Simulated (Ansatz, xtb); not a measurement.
## Ga2H5N: where a starting geometry ends

The starting geometry of this gas-phase triplet was built from a drawn formula by distance geometry and a force field; its bonds are those of `[NH3+][GaH2-][Ga]`.

```yaml
atoms:
  - { symbol: Ga, position_ang: [-0.5603, 2.3874, -0.3942] }
  - { symbol: Ga, position_ang: [1.2431, 2.0992, 1.1384] }
  - { symbol: N, position_ang: [-0.5375, 0.9772, -1.7212] }
  - { symbol: H, position_ang: [0.0895, 0.2604, -1.4355] }
  - { symbol: H, position_ang: [-1.5162, 0.5850, -1.9004] }
  - { symbol: H, position_ang: [-0.2504, 1.3740, -2.6486] }
  - { symbol: H, position_ang: [-1.1026, 1.7912, 0.9654] }
  - { symbol: H, position_ang: [-1.5591, 3.5809, -0.9369] }
```

Where would you expect an optimisation with r2SCAN-D4/def2-SVP to take it?

It keeps its links, though one stretches towards breaking, and is `[NH3+][GaH2-][Ga]`. Distances that change by over a tenth: Ga1–N3 (1.94 → 2.17 Å).

The energy falls by 0.60 eV over 13 steps:

```json
{"step": "1", "E − E(last) (eV)": "0.602"}
{"step": "2", "E − E(last) (eV)": "0.244"}
{"step": "4", "E − E(last) (eV)": "0.035"}
{"step": "5", "E − E(last) (eV)": "0.012"}
{"step": "6", "E − E(last) (eV)": "0.002"}
{"step": "8", "E − E(last) (eV)": "0.001"}
{"step": "9", "E − E(last) (eV)": "0.000"}
{"step": "10", "E − E(last) (eV)": "0.000"}
{"step": "12", "E − E(last) (eV)": "0.000"}
{"step": "13", "E − E(last) (eV)": "0.000"}
```

Final geometry (Å):

```yaml
atoms:
  - { symbol: Ga, position_ang: [-0.7417, 2.3520, -0.0540] }
  - { symbol: Ga, position_ang: [1.6579, 2.5634, 0.7179] }
  - { symbol: N, position_ang: [-0.5958, 0.9477, -1.7021] }
  - { symbol: H, position_ang: [-0.1402, 0.0891, -1.3833] }
  - { symbol: H, position_ang: [-1.4948, 0.6905, -2.1203] }
  - { symbol: H, position_ang: [-0.0056, 1.3359, -2.4417] }
  - { symbol: H, position_ang: [-1.6201, 1.4774, 0.9123] }
  - { symbol: H, position_ang: [-1.2532, 3.5993, -0.8617] }
```

From the same start GFN2-xTB reaches the same bonding as this run.

The end wasn't checked by frequencies. Open shells are spin-unrestricted. The triplet needn't be the ground state. Run with Ansatz 0.2.0, 120 s on 2 threads of Arm Neoverse V1, with other jobs on the host.
